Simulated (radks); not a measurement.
Question: Coherent X-ray form factor from a spherical all-electron density. Method: Dirac Kohn-Sham, PBE, spin-unpolarised, spherical densities, point nucleus; computed with a radial shooting solver on a logarithmic mesh with Libxc functionals.

sin(theta)/lambda (1/angstrom),f0 (electrons)
0.05,14.919
0.1,14.680
0.15,14.300
0.2,13.801
0.25,13.211
0.3,12.562
0.4,11.205
0.5,9.925
0.6,8.832
0.8,7.258
1,6.216
1.25,5.169
1.5,4.216
2,2.724

The species is in the configuration that NIST lists as its ground one. Which atom or ion scatters so?

Answer: The chromium ion Cr9+, [Ne] 3s2 3p3. Extrapolating in s^2 from the first two rows gives f0(0) = 15.0, near the electron count 15; among species with that count, the fall with angle is slower the higher Z, and the table is that of Z = 24; from so few rows the species is fixed only to a neighbour or two.
